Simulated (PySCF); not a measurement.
`F[C@@]12C=C[C@@H]1C(Cl)=C2`. The geometry is computed with GFN2-xTB (gas phase).

```
atom  x, y, z in Å
F1    -0.6577    2.0149   -0.8239
C2    -0.2661    0.9068   -0.1406
C3    -1.2642    0.2296    0.7790
C4    -1.0860   -0.9703    0.2339
C5    -0.0857   -0.4937   -0.8009
C6     1.3321   -0.3955   -0.2762
Cl7    2.5770   -1.5426   -0.3205
C8     1.1871    0.8084    0.2807
H9    -1.8443    0.6277    1.5880
H10   -1.4435   -1.9576    0.4512
H11   -0.2551   -0.6956   -1.8496
H12    1.8075    1.4672    0.8530
```

Q: Which two atoms are farthest apart?

A: Cl7···H9, 5.28 Å; the next longest distance is 4.83 Å.

Q: How far are the heavy atoms from their best plane (unweighted least squares)?

A: 0.474 Å rms; F1 0.48, C2 0.05, C3 0.65, C4 0.06, C5 0.80, C6 0.02, Cl7 0.04, C8 0.70 Å (magnitudes).

Q: Work out the bond lengths C2–C3, C2–C8, C3–H9, C5–C6, C5–H11 in Å.

A: For C2–C3 the difference vector is (-0.9981, -0.6772, 0.9196) Å, of length 1.5167 Å. C2–C3 1.517; C2–C8 1.516; C3–H9 1.072; C5–C6 1.515; C5–H11 1.081 Å.

Q: What are the angles F1–C2–C3, F1–C2–C8, C5–C2–C8, C5–C4–H10, C2–C5–C4, C4–C5–H11, C2–C5–H11, C5–C6–C8?

A: From the scalar product of the two bond vectors; for F1–C2–C3 it is -0.9879 Å² over 1.3595 × 1.5167 Å², cos θ = -0.4791. F1–C2–C3 118.6°; F1–C2–C8 117.9°; C5–C2–C8 87.0°; C5–C4–H10 130.4°; C2–C5–C4 85.2°; C4–C5–H11 120.0°; C2–C5–H11 124.1°; C5–C6–C8 95.8°.

Q: Where is the centre of mass (commonest isotopes), and what is the radius of gyration?

A: Mass 129.999 u; centre at (0.567, -0.117, -0.192) Å; Rg = √(Σ m r²/M) = 1.993 Å. As Ia + Ib + Ic = 2 Σ m r², the three principal moments sum to 1032.7 u·Å².

Q: What is the repulsion energy of the bare nuclei, Σ ZA·ZB/RAB?

A: 407.44 Eh over 66 pairs, with full nuclear charges and distances in bohr; the largest single term is 31.87 Eh (C6 with Cl7).

No GFN2-xTB frequencies stand behind this structure, so it isn't proved a minimum.
